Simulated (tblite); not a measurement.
C₅H₁₃FSSi.
Z-matrix (Å and degrees, GFN2-xTB geometry), rows numbered from 1:
```
C 
C   1  1.5145
S   2  1.8301  1  112.62
Si  3  2.1387  2  101.34  1    71.08
C   4  1.9123  3  105.46  2   164.40
F   5  1.3940  4  106.99  3   175.41
C   5  1.5229  4  114.14  3    54.66
C   7  1.5243  5  112.12  4  -174.87
H   1  1.0878  2  110.82  3   -64.99
H   1  1.0884  2  109.71  3   175.01
H   1  1.0873  2  110.27  3    55.39
H   2  1.0890  1  110.86  3  -116.83
H   2  1.0890  1  111.62  3   121.34
H   4  1.4618  3  111.26  2   -77.01
H   4  1.4606  3  108.32  2    45.74
H   5  1.0968  4  111.57  3   -70.51
H   7  1.0918  5  107.99  4   -53.33
H   7  1.0920  5  108.49  4    63.87
H   8  1.0882  7  110.46  5    62.65
H   8  1.0872  7  110.51  5  -177.12
H   8  1.0875  7  110.12  5   -57.20
```

Computed values, GFN2-xTB/tblite, gas phase, harmonic and unscaled. Errors from tens to a few hundred cm⁻¹ against measured bands are possible. Modes of hydrogen on silicon can be 10 to 20 % off. One conformer, not necessarily the lowest.

Harmonic wavenumbers (cm⁻¹): 27.1, 44.3, 58.9, 77.0, 107.4, 156.4, 197.1, 223.0, 233.4, 257.5, 323.3, 353.7, 414.6, 486.0, 532.6, 561.7, 677.7, 704.4, 739.7, 770.4, 793.9, 812.6, 951.5, 973.5, 1017.8, 1033.8, 1067.3, 1083.5, 1097.7, 1124.4, 1216.9, 1227.8, 1253.2, 1258.5, 1289.4, 1345.8, 1405.1, 1413.3, 1452.5, 1469.3, 1486.4, 1494.9, 1498.8, 1501.7, 2268.9, 2288.6, 2902.7, 2980.4, 2987.7, 2988.2, 3006.0, 3024.9, 3030.5, 3037.6, 3038.4, 3043.7, 3045.4.

A = 2927, B = 616.6, C = 547.5 MHz; mass 152.049 u (most abundant isotopes); point group C1, symmetry number 1.

Zero-point energy?

Half the sum of the wavenumbers: 36929 cm⁻¹ = 441.78 kJ/mol.

What is S at 500 K and 1 bar for an ideal gas of classical rigid rotors and harmonic oscillators?

Translation 182.26, rotation 132.66, vibration 268.07: S = 583.0 J/(mol K).

And Cp and H(500 K) − H(0)?

Cp = 264.22 J/(mol K), of which vibrations give 230.96 (their classical limit is 57 R = 473.9); H(500 K) − H(0) = 80.08 kJ/mol without the zero-point energy, 63.46 from vibrations.

Which modes carry the vibrational entropy at 500 K?

27.1 cm⁻¹: 29.53; 44.3 cm⁻¹: 25.45; 58.9 cm⁻¹: 23.08; 77.0 cm⁻¹: 20.86; 107.4 cm⁻¹: 18.11; 156.4 cm⁻¹: 15.02 J/(mol K); the other 51 give 136.02 together.

What must be added to the electronic energy to get the Gibbs energy at 500 K and 1 bar?

ZPE + [H(500 K) − H(0)] − T·S = 441.78 + 80.08 − 291.50 = 230.36 kJ/mol.

Blend soft modes into free rotors: weight 1/[1 + (100 cm⁻¹/ν̃)⁴] for the oscillator and the rest for a rotor with moment μB/(μ + B), μ = h/(8π²ν), B = 10⁻⁴⁴ kg m². What vibrational entropy results?

237.72 J/(mol K) in place of 268.07, which changes −T·S at 500 K by +15.18 kJ/mol.

Hindered rotation and anharmonicity are outside this model. Other conformers, if any are populated, would add a mixing term that is left out. The structure is chiral; the term R ln 2 for an equal mix with its mirror image is left out.

Hardware: one thread of an Arm Neoverse N1, no GPU, shared host. Cost: 1.6 s. The figure is for the frequency step alone.
